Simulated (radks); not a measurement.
The bromine ion Br2+, configuration [Ar] 3d10 4s2 4p3. All-electron calculation, non-relativistic Kohn-Sham, PBE, spin-polarised, spherical densities, point nucleus; open shells are filled with parallel spins first. Program: a radial shooting solver on a logarithmic mesh with Libxc functionals.

Radial electron density D(r) = 4 pi r^2 rho(r):

```
   r/bohr * D(r) (the largest magnitude, 51, reaches the edge; | marks zero)
 0.001864 |*
 0.002427 | *
 0.003186 |  *
 0.004148 |    *
 0.005402 |       *
 0.007034 |           *
 0.009233 |                 *
  0.01202 |                        *
  0.01565 |                                *
  0.02038 |                                       *
  0.02676 |                                            *
  0.03484 |                                             *
  0.04537 |                                         *
  0.05907 |                                     *
  0.07754 |                                       *
    0.101 |                                               *
   0.1315 |                                                      *
   0.1712 |                                                 *
   0.2247 |                                    *
   0.2926 |                             *
    0.381 |                                  *
   0.4961 |                                    *
    0.646 |                         *
   0.8479 |            *
    1.104 |     *
    1.438 |    *
    1.872 |  *
    2.457 |*
    3.199 *
    4.166 *
    5.425 *
```

D(r) has 3 maxima, at r = 0.0311, 0.137, 0.454 bohr, and minima at 0.0635, 0.288 bohr, inside which lie 2.07, 11.04 electrons.
